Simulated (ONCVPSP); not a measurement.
Plane-wave convergence, ONCV potential for silicon

| Item | Value |
| --- | --- |
| Element | Si (Z = 14) |
| Generator | ONCVPSP 4.0.1 |
| Type | optimised norm-conserving Vanderbilt (ONCV) |
| Functional | PBE |
| Relativity | scalar-relativistic |
| Frozen core | [He] |
| Valence charge | 12 |
| Reference configuration | 2s2 2p6 3s1 (charge +3) |
| Partial waves | 2s+3s: rc 1.00 bohr, ncon 4, nbas 8, qcut 10.4 1/bohr, 2 projectors; 2p: rc 0.80 bohr, ncon 5, nbas 8, qcut 16.1 1/bohr, 2 projectors, debl 1.2 Ha; d scattering state at 0.16 Ha: rc 0.85 bohr, ncon 3, nbas 6, qcut 10.1 1/bohr, 1 projector |
| Local potential | polynomial inside 0.55 bohr (lpopt 5, dvloc0 0 Ha) |
| Core correction | none |

In the p channel the program set the typed energies aside and used -4.852, 0.250 Ha.

**Question.** For each optimised wave give the share of its norm inside rc, the residual kinetic energy above qcut (Ha) and the cutoffs (Ha) for errors of 10, 1, 0.1 and 0.01 mHa per electron.

**Answer.**

```json
{"wave": "2s", "norm inside rc": "0.944", "residual KE": "1.3e-06", "10 mHa": "24.5", "1 mHa": "32.0", "0.1 mHa": "38.2", "0.01 mHa": "43.5"}
{"wave": "3s", "norm inside rc": "0.073", "residual KE": "1.3e-05", "10 mHa": "18.9", "1 mHa": "25.6", "0.1 mHa": "31.5", "0.01 mHa": "59.2"}
{"wave": "2p", "norm inside rc": "0.850", "residual KE": "4.3e-04", "10 mHa": "102.0", "1 mHa": "121.7", "0.1 mHa": "255.0", "0.01 mHa": "314.4"}
{"wave": "p projector 2", "norm inside rc": "0.012", "residual KE": "5.5e-05", "10 mHa": "70.0", "1 mHa": "100.2", "0.1 mHa": "123.6", "0.01 mHa": "200.8"}
{"wave": "d projector 1", "norm inside rc": "0.021", "residual KE": "1.5e-04", "10 mHa": "19.6", "1 mHa": "37.2", "0.1 mHa": "54.4", "0.01 mHa": "171.4"}
```

The occupied waves need 122 Ha and 255 Ha for 1 and 0.1 mHa.
